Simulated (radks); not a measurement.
All-electron atom: Pd3+ in [Kr] 4d7. Calculated with a radial shooting solver on a logarithmic mesh with Libxc functionals: Dirac Kohn-Sham, PBEsol, spin-unpolarised, spherical densities, finite nucleus; open shells are shared between the two j in proportion to 2j + 1; Fermi nuclear charge, rms radius 4.5318 fm.

Spin-orbit splittings of the eigenvalues, e(l+1/2) - e(l-1/2), with zeta = 2 splitting/(2l+1) and mean radii in bohr:

shell,occ.,splitting (eV),zeta (eV),<r> j=l-1/2,<r> j=l+1/2
2p,6,159.3,106.2,0.1172,0.1221
3p,6,27.77,18.51,0.3713,0.3822
3d,10,5.541,2.216,0.3556,0.3591
4p,6,4.609,3.073,1.004,1.033
4d,7,0.5778,0.2311,1.297,1.310
5p,0,0.5978,0.3985,2.741,2.805
